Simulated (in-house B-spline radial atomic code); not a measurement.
**RPA and G0W0 on LC-wPBE: S V (S4+)**

Configuration [Ne] 3s2, mean-field start LC-wPBE. Computed with a B-spline radial code for spherical atoms: all electrons, non-relativistic, point nucleus, each spin shell either full or empty, empty states to l = 9 with an (l + 1/2)⁻⁴ tail; G0W0 by contour deformation at full frequency.

Command:
```bash
python run_gw.py task.json out
```
Settings (radii: box in bohr, nucleus in fm):
```
Z                        16
electrons                12
configuration            [Ne] 3s2
hamiltonian              nr
method                   lc_wpbe
lmax                     9
spin_polarised           False
box_radius               11.96
intervals                48
ion_configuration        [Ne] 3s1
```

Time taken, with all properties: 3.1 s on 1 thread of Arm Neoverse N1, with other jobs on the host.

Energies (hartree):

| term | value |
| --- | --- |
| mean-field total | -393.72836 |
| Hartree-Fock functional on these orbitals | -393.36143 |
| direct second order | -0.79445 |
| second-order exchange | 0.28521 |
| SOSEX correction | 0.26164 |

Question: What is the RPA correlation energy, and what remains with SOSEX?

Answer: RPA gives -0.71386 hartree (-1.62 eV per electron); RPA + SOSEX gives -0.45222, and the second-order doubles -0.50924 hartree (no singles). SOSEX takes back 37 % of the RPA value.

Quasi-particle levels (eV):

| level | occupied | mean field | Σx - vxc | Σc | QP weight | G0W0 |
| --- | --- | --- | --- | --- | --- | --- |
| 3s | yes | -70.52 | -0.27 | ? | ? | ? |
| 2p | yes | -222.09 | -19.13 | 3.96 | 0.909 | -237.26 |
| 3p | no | -49.01 | 3.02 | -1.58 | 0.964 | -47.58 |

G0W0 = mean field + (Σx - vxc) + Σc, with Σc (partial-wave tail included) taken at the quasi-particle energy. Levels of low weight are left out.

Question: Where does G0W0 put 3s?

Answer: At -72.71 eV, with Σc = -1.91 eV and a quasi-particle weight of 0.968. The tabulated removal energy is 72.594 eV (NIST, measured); the calculation leaves out relativity, Breit and QED terms, and what these don't explain is the method's own error.

Question: What does it cost to remove one electron (to [Ne] 3s1) by differences of total energies, each species on its own start (correlation terms add to the Hartree-Fock functional)?

Answer: LC-wPBE 72.27 eV, Hartree-Fock functional 70.60 eV, + RPA 72.45 eV, + RPA + SOSEX 71.96 eV, + second order 72.36 eV. Tabulated: 72.594 eV (NIST, measured); the calculation leaves out relativity, Breit and QED terms, and what these don't explain is the method's own error.
